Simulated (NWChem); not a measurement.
C4H4ClF; SMILES C(/C=C)(=C/F)Cl

```xyz
10

C     -1.9655     1.2423     0.0000
C     -1.3184     0.0704     0.0000
C      0.1251    -0.1203     0.0000
Cl     1.1797     1.2871     0.0000
C      0.7239    -1.3198     0.0000
F     -0.0030    -2.4518     0.0000
H     -3.0502     1.2737     0.0000
H     -1.4421     2.1929     0.0000
H     -1.8801    -0.8607     0.0000
H      1.7936    -1.4920     0.0000
```
Atoms are numbered in this order, from 1.

Computed with NWChem. Pople sets run with spherical d functions. The geometry was optimised at B3LYP/6-31G* (spherical d). Field at 589 nm.

For level B3LYP/def2-SVP:

| Item | Result |
|---|---|
| isotropic polarisability (bohr³) | 57.7 |
| anisotropy (bohr³) | 56.9 |

Question: Estimate the same quantities for level B3LYP/6-31G*.

Answer: 
| Property | Value |
|---|---|
| isotropic polarisability (bohr³) | 56.1 |
| anisotropy (bohr³) | 58.5 |
